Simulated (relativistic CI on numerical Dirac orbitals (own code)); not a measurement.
**Spin-allowed bands of a d2 ion in an octahedral site, by hand**

Problem. Take Δ = 26100 cm⁻¹ and B = 630 cm⁻¹ for a d2 ion in an octahedral site. Calculate the three spin-allowed bands.

Working.
1. The terms of highest spin are 3F (energy 0) and 3P (15B = 9450 cm⁻¹). Here the F term splits into A2 at +1.2Δ = 31320, T2 at +0.2Δ = 5220 and T1 at −0.6Δ = -15660 cm⁻¹.
2. The two T1 states mix through the element 0.4Δ: H = [[-15660, 10440], [10440, 9450]], with roots ½(H₁₁ + H₂₂) ∓ ½√[(H₂₂ − H₁₁)² + 4H₁₂²] = ½(-6210) ∓ ½(32657) = -19434 and 13224 cm⁻¹.
3. The ground term is 3T1 at -19434 cm⁻¹.
4. Bands: 3T2 24654 cm⁻¹ (406 nm), 3T1(P) 32657 cm⁻¹ (306 nm), 3A2 50754 cm⁻¹ (197 nm).

Check. Exact diagonalisation of the whole d2 shell with these parameters gives 3T2 24654, 3T1 32657, 3A2 50754 cm⁻¹. The match is exact, since without spin-orbit coupling no other term has this spin. The ratio of the second band to the first, 1.325, depends on Δ/B = 41.4 alone, which is how a Tanabe-Sugano diagram is read.
